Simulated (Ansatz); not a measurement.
Basis-set series for `[SH][Zr]([Cl])([Cl])[Cl]`. Total charge 0; spin multiplicity 1. Zr: def2 effective core potential. The geometry is a stationary point of PBE0-D4/def2-TZVP. It is one conformer, not always the lowest.

```
functional       basis  functions  energy (Eh)  HOMO (eV)  LUMO (eV)
   PBE0-D4    def2-SVP        108  -1825.58596      -8.29      -2.72
   PBE0-D4  def2-QZVPP        391  -1826.26169      -8.29      -2.74
   ωB97M-V    def2-SVP        108  -1826.01658     -10.36      -0.58
   ωB97M-V  def2-QZVPP        391  -1826.68223     -10.43      -0.67
```

(1) Give the rows for def2-TZVPP. (Estimate.)

Results:

(1) Computed: 
```json
{"functional": "PBE0-D4", "basis": "def2-TZVPP", "functions": "238", "energy (Eh)": "-1826.20657", "HOMO (eV)": "-8.29", "LUMO (eV)": "-2.74"}
{"functional": "ωB97M-V", "basis": "def2-TZVPP", "functions": "238", "energy (Eh)": "-1826.62976", "HOMO (eV)": "-10.41", "LUMO (eV)": "-0.65"}
```
